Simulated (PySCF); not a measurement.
Spectroscopy problems

Computational details: GFN2-xTB geometry, shielding tensors at PBE0/pcSseg-1 (GIAO), in PySCF 2.14.0 with density-fitted response routines (non-relativistic Hamiltonian, one computed conformer, averaged over atoms made equivalent by symmetry, fast rotation or ring inversion, no solvent model).

Scale: ¹H (31.72 ppm), ¹³C (186.93 ppm) vs TMS (reference shieldings calculated alike). Splittings of carbon signals by F and P are missing where no couplings were computed. Where no couplings were computed, multiplicities follow the n + 1 count of equivalent neighbours, and m marks all less simple cases (inequivalent or close neighbours, rings, F or P nearby). Shifts are as computed. Against solution values, carbons near 30 ppm lie about +3 ppm off and those near 130 ppm about +5 ppm. Of 1211 compounds with measured shifts, 218 miss one by over three times the rms of a fit or turn the order of signals round; such compounds aren't used in these exercises.

**Question.** C₉H₁₃P. ¹H NMR (300 MHz, computed): δ 9.05 (m, 1H), 7.97 (m, 1H), 7.93 (m, 1H), 2.91 (m, 3H), 2.73 (sept, 1H), 1.33 (d, 6H). ¹³C{¹H} NMR (computed): δ 181.7 (C), 165.2 (CH), 156.5 (C), 140.4 (CH), 133.4 (CH), 42.5 (CH), 28.0 (CH3), 26.9 (CH3). What is it?

**Answer.** `InChI=1S/C9H13P/c1-7(2)9-4-5-10-8(3)6-9/h4-7H,1-3H3`. 8 carbon signals for 9 carbons: some carbons are equivalent by symmetry or fast rotation. Carbon types of the structure: 2 × C, 4 × CH, 3 × CH3, which accounts for all hydrogens. δC 181.7, 156.5: substituted aromatic carbon. δC 165.2, 140.4, 133.4: aromatic CH. δH 9.05, 7.97, 7.93: hydrogen on an aromatic CH; the ring current deshields protons in the ring plane. δH 2.73: hydrogen on an sp3 CH on an aromatic ring; benzylic-type position, deshielded by the ring.

The shifts were computed for this structure.

**Question.** C₉H₁₃P. ¹H NMR (400 MHz, computed): δ 6.99 (m, 1H), 6.84 (m, 1H), 6.08 (m, 1H), 5.54 (m, 1H), 2.23 (m, 3H), 2.13 (s, 3H), 1.26 (m, 3H). ¹³C{¹H} NMR (computed): δ 157.7 (C), 156.7 (C), 144.4 (C), 140.2 (CH), 138.5 (CH), 123.3 (CH2), 16.0 (CH3), 16.0 (CH3), 14.1 (CH3). Identify the compound.

**Answer.** SMILES C=Cc1cp(C)c(C)c1C. 9 carbon signals for 9 carbons: no two carbons are equivalent. Carbon types of the structure: 3 × C, 2 × CH, 1 × CH2, 3 × CH3, which accounts for all hydrogens. δC 157.7, 156.7, 144.4: unsaturated ring carbon. δC 140.2: alkene CH; as expected for a trigonal carbon in a double bond. δC 138.5: unsaturated ring CH. δC 123.3: terminal =CH2 carbon; an sp2 carbon of a C=C bond.

This is the structure that produced the data.
